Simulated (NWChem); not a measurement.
# H$_{2}$TeS$_{2}$; SMILES [Te](S)S

```xyz
5

Te     0.0000     0.0000     0.5941
S      1.9264    -0.0435    -0.8986
H      2.0332     1.3074    -1.0684
S     -1.9264     0.0435    -0.8986
H     -2.0332    -1.3074    -1.0684
```
Atoms are numbered in this order, from 1.

All runs: NWChem. All runs use the structure optimised with PBE-D3(BJ)/def2-SVP. def2 effective core potentials on Te; no spin-orbit coupling. Ions are spin-unrestricted doublets at the neutral geometry; other ion states weren't tried.

### Question
Estimate the computed values for BHandHLYP/def2-SVPD. Quantities: vertical ionisation energy, ΔSCF (eV); −ε(HOMO) (eV).

### Answer
The vertical ionisation energy, ΔSCF (eV) is 8.80 and the −ε(HOMO) (eV) is 7.75.
